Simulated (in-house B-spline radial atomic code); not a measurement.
## Ionising Ar VI (Ar5+) with different functionals

Computed with a radial B-spline atomic code at the basis-set limit: non-relativistic Hamiltonian, point nucleus, spin-polarised at highest spin, spherical fractional occupations for the functionals, the average over the highest-spin determinants for Hartree-Fock. The ionisation energy is the difference of two self-consistent energies, [Ne] 3s2 3p1 → [Ne] 3s2, without Breit or QED terms; ε is the level of the shell that loses the electron (its least bound occupied spin orbital).

Hybrids are left out here: with spherical fractional occupations of an open shell their exact exchange keeps a self-interaction that integer-occupation calculations don't have.

```
           method          rung  ΔSCF (eV)  -ε(3p) (eV)
     Hartree-Fock  Hartree-Fock      90.13        90.39
         LDA VWN5           LDA      91.17        82.94
         LDA PW92           LDA      91.16        82.93
LDA exchange-only           LDA      89.67        81.54
              PBE           GGA      91.00        82.88
           PBEsol           GGA      90.95        82.82
             BLYP           GGA      91.01        82.81
             RPBE           GGA      90.92        82.85
             PW91           GGA      91.14        83.00
             BP86           GGA      91.13        82.97
             AM05           GGA      90.93        82.80
             OLYP           GGA      91.02        83.03
             TPSS      meta-GGA      90.95        82.94
             SCAN      meta-GGA      90.78        82.96
           r2SCAN      meta-GGA      90.74        82.90
            M06-L      meta-GGA      90.42        82.67
          revTPSS      meta-GGA      90.85        82.86
```

Q: How do they compare with the NIST value?

A: NIST lists 91.29 eV ± 0.01 (measured, ground level to ground level). Errors run from -1.62 to -0.12 eV; LDA VWN5 is closest (-0.12 eV), though others lie within the uncertainty of it, and part of that can be cancellation, since the calculations leave out relativity, Breit-QED terms, multiplet and fine-structure energies. Hartree-Fock also lacks correlation.
